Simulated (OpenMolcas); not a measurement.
# Co2+ in SrF2: curves along the breathing mode

Co2+ with its 8 nearest fluoride ions, on the Sr site of SrF2 (a = 5.796 Å, distance in the model lattice 2.510 Å). The rest of the host is ab initio model potentials to 7.6 Å and point charges beyond; the distance is set by hand and nothing relaxes. Ligand basis ANO-RCC-VDZP.

- Program: OpenMolcas 26.06
- Method: CASSCF
- Basis: ANO-RCC-VDZP [5s4p2d1f]
- Scalar Hamiltonian: DKH2, point nucleus
- Active space: 7 electrons in 5 orbitals (3d)
- State averaging: 2S+1 = 4 even, 10 roots; 2S+1 = 2 even, 40 roots
- Spin-orbit coupling: RASSI with atomic mean-field integrals over the reference wave functions

Spin-free energies (labels of O, the rotations of Oh) in cm-1 above the lowest fitted minimum, as all ligands move together:

```json
{"R (Å)": "2.162", "4A2": "2840", "4T2": "6930", "4T1": "10070", "2E": "23740", "2T1": "24380", "2A1": "25560", "4T1(2)": "26320"}
{"R (Å)": "2.213", "4A2": "420", "4T2": "3950", "4T1": "6690", "2E": "21140", "2T1": "21690", "2A1": "22560", "4T1(2)": "23190"}
{"R (Å)": "2.264", "4A2": "120", "4T2": "3190", "4T1": "5570", "2E": "20680", "2T1": "21140", "2A1": "21780", "4T1(2)": "22300"}
{"R (Å)": "2.315", "4A2": "1690", "4T2": "4360", "4T1": "6450", "2E": "22090", "2T1": "22470", "2A1": "22940", "4T1(2)": "23370"}
{"R (Å)": "2.366", "4A2": "4920", "4T2": "7260", "4T1": "9100", "2E": "25180", "2T1": "25490", "2A1": "25830", "4T1(2)": "26190"}
{"R (Å)": "2.417", "4A2": "9650", "4T2": "11700", "4T1": "13320", "2E": "29760", "2T1": "30000", "2A1": "30250", "4T1(2)": "30560"}
{"R (Å)": "2.468", "4A2": "15710", "4T2": "17520", "4T1": "18950", "2E": "35680", "2T1": "35880", "2A1": "36050", "4T1(2)": "36320"}
```

Cubic fits give the following; the wavenumber is harmonic, with the mass of all moving ligands, small differences in it between states hang on the degree of the fit, a number in brackets counts states of one label, and the table is a selection of at most 14 states with clean curves.

| State | R0 (Å) | Breathing mode (cm-1) | Minimum (cm-1) |
| --- | --- | --- | --- |
| 4A2 | 2.247 | 408 | 0 |
| 4T2 | 2.258 | 411 | 3170 |
| 4T1 | 2.267 | 412 | 5570 |
| 2E | 2.251 | 406 | 20610 |
| 2T1 | 2.253 | 406 | 21090 |
| 2A1 | 2.259 | 411 | 21770 |
| 4T1(2) | 2.261 | 412 | 22290 |
| 2T2 | 2.260 | 410 | 22440 |
| 2T1(2) | 2.256 | 411 | 26850 |
| 2T2(2) | 2.255 | 409 | 27230 |
| 2E(2) | 2.260 | 409 | 28740 |
| 2T1(3) | 2.263 | 411 | 29180 |
| 2T1(4) | 2.267 | 414 | 29690 |
| 2T2(3) | 2.265 | 414 | 31040 |

The minimum of 4T2 is shifted by +0.0116 Å against 4A2 (from the unrounded fits). With M = 152.0 u for the moving shell, the Huang-Rhys factor in this mode is S = M ω ΔR² / 2ħ = 0.01483 × 152.0 × 408 × 0.0116² = 0.12. Only the first shell moves, against a rigid host.

Without dynamic correlation the repulsion within the d shell is too large (B by tens of per cent), so at a given field states of lower spin stand too high. Ligand-to-metal charge-transfer states are missing. With no ligand orbital active B as a rule stays too high, so bands that hang on it stand too high and its fall with covalency is understated. With metal d orbitals alone and no dynamic correlation 10Dq can be off by a tenth to a fifth, either way, in oxide and fluoride hosts. No measured value stands beside these numbers.
